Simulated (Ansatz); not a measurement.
Cost and result up the ladder for ZrF2Cl2 (ZrCl2F2) (5 atoms). The state is a singlet with charge 0. Geometry: r2SCAN-D4/def2-SVP.

| atom | x (Å) | y (Å) | z (Å) |
| --- | --- | --- | --- |
| Zr1 | 0.044 | 0.028 | 0.073 |
| F2 | -0.752 | 0.763 | 1.622 |
| F3 | 1.916 | -0.006 | 0.329 |
| Cl4 | -0.467 | 1.371 | -1.778 |
| Cl5 | -0.740 | -2.156 | -0.247 |

Ansatz on 4 threads of Arm Neoverse V1 on a shared host. Times are rough, and most runs start from the orbitals of an earlier one. ωB97M-V/def2-TZVP serves as the yardstick here, not as an exact answer. Differences are given only for rows in sets of like size (and for xTB, whose basis is part of the method), since another set adds its own error. Binding counts from free atoms at the same level (Zr triplet, F doublet, Cl doublet; other spins of the atoms weren't run), without zero-point energy or a counterpoise term.

In the def2 sets Zr takes a core potential; there is no spin–orbit coupling. LC-ωPBE has ω = 0.4 bohr⁻¹. Correlated methods freeze 12 core orbitals; core or outer-core shells of Zr are correlated, in sets that lack core-valence functions.

Correlated methods converge slowly with the basis.

```csv
level,functions,wall time
PBE0-D4/def2-SVP,95,1.2 s
BLYP-D4/def2-TZVP,176,1.6 s
MP2/def2-TZVP,176,1.6 s
LC-ωPBE/def2-TZVP,176,1.9 s
PBE0-D4/def2-TZVP,176,1.9 s
PBE0-D4/def2-TZVPD,212,3.1 s
ωB97M-V/def2-TZVP,176,7 s
ωB97X-V/def2-TZVP (with forces),176,7.5 s
CCSD(T)/def2-TZVPP,202,1.7 min
```

Estimate what each level gives for the binding energy per atom (eV).


```
                          level  binding energy per atom (eV)  difference from ωB97M-V/def2-TZVP (eV)
               PBE0-D4/def2-SVP                          4.81                                       –
              BLYP-D4/def2-TZVP                          4.78                                    0.07
                  MP2/def2-TZVP                          4.88                                    0.16
              LC-ωPBE/def2-TZVP                          4.75                                    0.04
              PBE0-D4/def2-TZVP                          4.71                                    0.00
             PBE0-D4/def2-TZVPD                          4.71                                    0.00
              ωB97M-V/def2-TZVP                          4.71                                    0.00
ωB97X-V/def2-TZVP (with forces)                          4.77                                    0.06
             CCSD(T)/def2-TZVPP                          4.66                                   -0.05
```
